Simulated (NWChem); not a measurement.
## Lowest excitation of ClFSi

```xyz
3

Si    -0.7984    -0.4181     0.0000
F      0.2609    -1.6610     0.0000
Cl     0.5194     1.2237     0.0000
```
Charge 0, spin multiplicity 1.

The numbers come from NWChem runs, not from measurements. The geometry was optimised at B3LYP/def2-SVP, a minimum by its harmonic frequencies.

Basis set: aug-cc-pVDZ.

The correlated methods keep 11 core orbitals frozen. B3LYP has NWChem's definition, with VWN1-RPA local correlation. The structure started from a generated list of species. Coupled-cluster values serve here as a point of comparison, not as the truth.

Task: One of these methods gave a lowest vertical singlet excitation energy of 4.25 eV. Which?
(A) TD-LDA (SVWN5)
(B) CIS
(C) EOM-CCSD
(D) TD-B3LYP

Result: A, TD-LDA (SVWN5). The others give 4.65 (EOM-CCSD), 4.96 (CIS), 4.42 (TD-B3LYP).
